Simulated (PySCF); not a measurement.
**Frontier orbitals and the lowest excitations**

Species: C3H10GeN2.
Structure used (PBE0-D3(BJ)/def2-SVP), in Å, numbered top down from 1:
```
atom  x, y, z in Å
C1     3.072   -0.368    0.067
N2     1.919   -0.772    0.382
Ge3    0.589    0.421    0.894
N4    -0.784    0.110   -0.272
C5    -1.198   -1.253   -0.499
C6    -1.835    1.083   -0.403
H7     3.404    0.694    0.071
H8     3.849   -1.093   -0.245
H9     0.267    0.085    2.370
H10    1.014    1.899    0.731
H11   -1.616   -1.362   -1.517
H12   -0.334   -1.929   -0.421
H13   -1.976   -1.602    0.213
H14   -2.287    1.030   -1.412
H15   -1.440    2.104   -0.277
H16   -2.662    0.951    0.328
```

Method used: PySCF 2.14.0, density-fitted response routines, TDDFT CAM-B3LYP/def2-SVPD, vertical, gas phase, core orbitals frozen in the response. The CAM-B3LYP/def2-SVPD calculation is non-relativistic and has no spin–orbit coupling, an omission that weighs most on germanium.

Frontier orbitals with the atoms that hold most of them (Löwdin shares over 4%, at most four atoms; ? is withheld):

```csv
orbital,ε (eV),atoms
LUMO+2,1.35,"Ge3 25%, C1 18%, H10 10%, H7 8%"
LUMO+1,1.26,"Ge3 33%, C6 12%, H10 9%, H9 6%"
LUMO,0.48,"C1 40%, N2 34%, H7 8%, H8 7%"
HOMO,-7.51,?
HOMO-1,-8.46,?
HOMO-2,-10.52,"N2 27%, C1 21%, Ge3 15%, H9 14%"
HOMO-3,-10.75,"Ge3 25%, N4 19%, H10 18%, C5 11%"
```

Question: Which atoms hold the HOMO, and with what shares?

Answer: N4 (bonded to 2 C and Ge) 54%; C6 (bonded to N and 3 H) 9%; C5 (bonded to N and 3 H) 9%; Ge3 (bonded to 2 N and 2 H) 6%. By element: nitrogen 54% or more, carbon 18% or more, germanium 6%.

Question: Which atoms hold the HOMO-1, and with what shares?

Answer: N2 (bonded to C and Ge) 55%; C1 (bonded to N and 2 H) 16%; Ge3 (bonded to 2 N and 2 H) 9%; H7 (bonded to C) 6%.

Question: How does S1 compare with the orbital gap of 7.99 eV?

Answer: S1 is at 4.21 eV (f = 0.0004), 3.78 eV below the gap, made of HOMO-1→LUMO (86%), HOMO→LUMO (11%). Its leading pair isn't HOMO and LUMO; the energies of that pair differ by 8.94 eV. 

Question: One configuration dominates each of S1 and S2. Which, and how do the shares of the two leading atoms of either orbital change from the occupied to the empty one?

Answer: 
- S1 (4.21 eV, f 0.0004), HOMO-1→LUMO (86%): N2 55% → 34%, C1 16% → 40%
- S2 (5.38 eV, f 0.0034), HOMO→LUMO (76%): N4 54% → at most 8%, C6 9% → at most 8%, C1 at most 7% → 40%, N2 at most 7% → 34%

One conformer stands for the species.
